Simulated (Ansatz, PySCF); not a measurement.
Donor–acceptor adduct: C2H6Zn (SMILES [CH3][Zn][CH3]) (first 9 atoms) with H2O (SMILES O); geometry from GFN2-xTB.
(charge 0, multiplicity 1):
```xyz
12

C     -0.0617     2.0822    -0.2076
Zn    -0.0040     0.0600     0.1067
C      0.0906    -1.9821    -0.0229
H      0.7991     2.5749     0.2381
H     -0.9463     2.5290     0.2399
H     -0.0699     2.3559    -1.2586
H     -0.7057    -2.4556     0.5470
H      1.0301    -2.3597     0.3753
H      0.0109    -2.3532    -1.0410
O     -0.0662     0.1557     2.4454
H     -0.1015     0.9470     2.9875
H     -0.0559    -0.6089     3.0252
```

Basis-set superposition error: the interaction energy with monomers in their own basis, and in the dimer's basis (counterpoise).

The values were computed with Ansatz (Gaussian basis) for Hartree–Fock, density functionals and correlated methods; PySCF for 6-31G* rows. 

```tsv
level	uncorrected (kcal/mol)	counterpoise (kcal/mol)	difference
HF/6-31G*	-11.50	-6.71	4.79
HF/def2-SVPD	-7.37	-5.91	1.46
PBE/def2-TZVPPD	-5.17	-4.93	0.24
BLYP/def2-TZVPPD	-2.92	-2.67	0.26
r2SCAN/def2-TZVPPD	-8.10	-7.91	0.19
B3LYP/6-31G*	-12.87	-5.40	7.47
wB97X-V/def2-TZVPPD	-7.83	-7.63	0.20
B2PLYP/def2-TZVPPD	-6.15	-5.65	0.50
MP2/6-31G*	-14.02	-5.92	8.10
SCS-MP2/def2-SVPD	-10.11	-5.80	4.31
```

The error is largest for MP2/6-31G* (8.10 kcal/mol) and smallest for r2SCAN/def2-TZVPPD (0.19 kcal/mol).

Ansatz is an electronic-structure program.
